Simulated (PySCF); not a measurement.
Electron correlation in Hg²⁺ (mercury, charge +2)

[Xe] 4f14 5d9 6s1, high-spin 3D determinant (an excited configuration). All numbers are calculated (PySCF 2.14, scalar relativity through the core potential, in def2-TZVPPD with the def2 core potential (60 electrons) (6s6p3d2f1g, 62 functions)). Frozen: nothing; 18 electrons correlated.

```tsv
level	correlation energy (mhartree)
CCSD	-500.81
(T)	-12.18
CCSD(T)	-512.99
```

Diagnostics: T1 = 0.0061, D1 = 0.0218, largest double amplitude 0.022.

Spin-orbit coupling, absent here, splits the open shell strongly.

Cost of the coupled-cluster step: of the order of 15 core-seconds, for 18 correlated electrons.

The basis has no tight functions for the innermost shells, so their pair energies are far from complete.

This basis was not built for core-valence correlation, so the inner-shell part is incomplete.
